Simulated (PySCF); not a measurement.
**Working out the ionisation energy of Rb⁺**

Rb⁺ [Kr] (1S) → Rb²⁺ [Ar] 3d10 4s2 4p5 (2P). All numbers are calculated (PySCF 2.14, scalar relativity by spin-free X2C-1e, in jorge-DZP-DKH). Frozen: [Ar] 3d10 4s2. Energies in hartree (1 hartree = 27.21139 eV):

| part | Rb⁺ (lower) | Rb²⁺ (upper) |
| --- | --- | --- |
| UHF | -2978.702081 | -2977.702582 |
| CCSD correlation | -0.074534 | -0.049492 |
| (T) | -0.000033 | -0.000022 |

Problem. What does Hartree-Fock give?

Solution. (-2977.702582) − (-2978.702081) = 0.999499 hartree = 27.198 eV.

Problem. What do CCSD and CCSD(T) give?

Solution. The CCSD correlation energies differ by 0.025042 hartree = 0.681 eV and the triples by 0.000011 hartree = 0.000 eV, so CCSD gives 27.879 eV and CCSD(T) 27.879 eV.

Reference: 27.290 eV (measured; NIST Atomic Spectra Database, ionization energies), between the lowest levels; spin-orbit coupling is absent from the calculation.

A double-zeta basis recovers only part of the correlation energy.

What remains against the reference includes basis incompleteness, the frozen core and higher excitations.
